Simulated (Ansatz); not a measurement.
One change: `N[SiH2][InH][F]` becomes `O[SiH2][InH][F]`.

Ansatz, PBE0-D4/def2-TZVP geometries, multiplicity 1. Each molecule was computed in one conformer, which needn't be the lowest.

Elements past krypton have def2 core potentials.

```json
{"property": "size of the dipole moment (PBE/def2-TZVPP) / D", "`N[SiH2][InH][F]`": "2.21"}
{"property": "HOMO energy (PBE0/def2-TZVPP) / eV", "`N[SiH2][InH][F]`": "-7.45"}
{"property": "HOMO–LUMO gap (PBE0/def2-TZVPP) / eV", "`N[SiH2][InH][F]`": "5.59"}
{"property": "size of the dipole moment (ωB97M-V/def2-TZVPP) / D", "`N[SiH2][InH][F]`": "2.43"}
{"property": "ideal-gas entropy at 298 K and 1 bar (rigid rotor, harmonic PBE0-D4/def2-TZVP) / J/(mol·K)", "`N[SiH2][InH][F]`": "371"}
{"property": "LUMO energy (B3LYP/def2-TZVPP) / eV", "`N[SiH2][InH][F]`": "-2.13"}
```

(1) What does the change do to each property? (Estimate.)

## Answers

(1) The calculation gave: 
```tsv
property	`O[SiH2][InH][F]`	shift
size of the dipole moment (PBE/def2-TZVPP) / D	3.16	0.95
HOMO energy (PBE0/def2-TZVPP) / eV	-7.69	-0.24
HOMO–LUMO gap (PBE0/def2-TZVPP) / eV	5.55	-0.04
size of the dipole moment (ωB97M-V/def2-TZVPP) / D	3.53	1.10
ideal-gas entropy at 298 K and 1 bar (rigid rotor, harmonic PBE0-D4/def2-TZVP) / J/(mol·K)	354	-17
LUMO energy (B3LYP/def2-TZVPP) / eV	-2.40	-0.27
```

The zero-point energy changes by -29.2 kJ/mol with -3 modes. Dipoles are sizes alone; their direction can turn. Modes under 60 cm⁻¹, often nearly free rotors, make the harmonic entropy too high.

B3LYP here is the variant with VWN-RPA as its local correlation; programs differ in this.
